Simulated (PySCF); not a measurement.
**Structure from NMR data**

The spectra below were simulated for a compound C₆H₁₁NOSi.

1H NMR (300 MHz, computed): δ 6.46 (m, 1H), 5.69 (m, 1H), 5.07 (d, 2H), 3.88 (s, 3H), 2.58 (m, 2H), 2.18 (t, 2H).

13C{1H} NMR (computed): δ 156.1 (CH), 131.1 (CH), 123.6 (C), 54.2 (CH3), 40.9 (CH2), 18.1 (CH2).

- geometry from GFN2-xTB
- NMR shieldings at PBE0/pcSseg-1/GIAO
- program: PySCF 2.14
- rapidly exchanging positions averaged, single conformer, no solvent model, non-relativistic Hamiltonian

Chemical shifts δ = σref − σ; 1H and 13C vs TMS, all at this level.

Q: What is the structure?

A: 
1. Rings plus π bonds: 3 (no ring in the answer).
2. 6 carbon signals for 6 carbons: no two carbons are equivalent.
3. Carbon types of the structure: 1 × C, 2 × CH, 2 × CH2, 1 × CH3, leaving 2 H on heteroatoms.
4. δC 156.1, 131.1: alkene CH; the olefinic region.
5. δC 123.6: nitrile carbon; typical of a nitrile.
6. δC 40.9: allylic sp3 CH2; aliphatic region, no heteroatom directly attached.
7. δC 18.1: sp3 CH2 α to a nitrile; saturated and bonded to C and H only.
8. δH 6.46, 5.69: hydrogen on an alkene CH; olefinic region.
9. δH 3.88: hydrogen on a methyl carbon bonded to O; its carbon carries O, an electronegative neighbour.
10. δH 2.58: hydrogen on an allylic sp3 CH2; allylic position.

These data were computed for `CO[SiH2]/C=C/CCC#N`.

This is the structure that produced the data.

Shifts are as computed. Against solution values, carbons near 30 ppm lie about +3 ppm off and those near 130 ppm about +5 ppm. Of 1211 compounds with measured shifts, 218 miss one by over three times the rms of a fit or turn the order of signals round; such compounds aren't used in these exercises. Multiplicities follow the n + 1 count of equivalent neighbours, as no J values were calculated; m marks all less simple cases, F and P coupling included.
